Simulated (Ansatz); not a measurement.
```yaml
crystal:
  periodic: [false, false, false]
  atoms:
    - {symbol: N, position_ang: [-1.082488, 0.476988, -0.849683]}
    - {symbol: Si, position_ang: [0.470618, -0.141654, -0.548348]}
    - {symbol: C, position_ang: [0.477465, -0.400120, 1.356885]}
    - {symbol: O, position_ang: [-0.460869, -0.045196, 2.028993]}
    - {symbol: H, position_ang: [-1.392454, 0.887273, -1.711421]}
    - {symbol: H, position_ang: [-1.640875, 0.741146, -0.052833]}
    - {symbol: H, position_ang: [1.613907, 0.756672, -0.887681]}
    - {symbol: H, position_ang: [0.748346, -1.446931, -1.210583]}
    - {symbol: H, position_ang: [1.354750, -0.874477, 1.857472]}
basis:
  gaussian: {orbitals: "6-311G**"}
hamiltonian: {xc: {name: PBE0}}
accuracy: high
output: {forces: true}
```

```sh
$ ansatz run in.yaml --threads 2 --pin off --events-out ev --progress --plain --max-ram 4352MiB
```

(1) How does Ansatz answer? (An estimate is asked.)

Results:

(1) Computed: The input was rejected before any iteration.
```
Error: <dir> can't be read: No such file or directory (os error 2)
```
